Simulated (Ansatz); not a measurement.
Two isomers of C2H6O2SSi: A = `O[SiH2]/C(O)=C/S`, B = `CC(=S)O[SiH2]O`.

Gas-phase electronic energies from Ansatz, PBE0-D4/def2-TZVP geometries. CCSD(T)/CBS adds triple-zeta CCSD(T) − MP2 to the extrapolated MP2 energy (def2 sets, frozen cores). Functionals use def2-TZVPP. B3LYP here is the variant with VWN-RPA as its local correlation; programs differ in this. Each species was taken in one conformer, which may not be the lowest.

Problem. Which is lower in electronic energy at CCSD(T)/CBS, and by how much? (Estimate.)

Solution. Computed: B, by 32.6 kcal/mol.

Problem. Give E(B) − E(A) in kcal/mol with r2SCAN-D4, MP2/def2-TZVPP, PBE-D4, PBE0-D4, B3LYP-D4, B2PLYP, B3LYP. (An estimate is asked.)

Solution. Ansatz gave: r2SCAN-D4 -33.1, MP2/def2-TZVPP -33.9, PBE-D4 -29.7, PBE0-D4 -30.6, B3LYP-D4 -32.8, B2PLYP -33.7, B3LYP -32.6. None reverses the order clearly.

Largest T1 diagnostic: 0.015.

From PBE to PBE0 (25 % exact exchange), in def2-TZVPP and without D4, E(B) − E(A) moves by −0.9 kcal/mol. In def2-TZVPP, CCSD(T) changes the Hartree–Fock value by +2.8 kcal/mol (the triples alone add +0.0 kcal/mol) and MP2 by +1.7 kcal/mol.
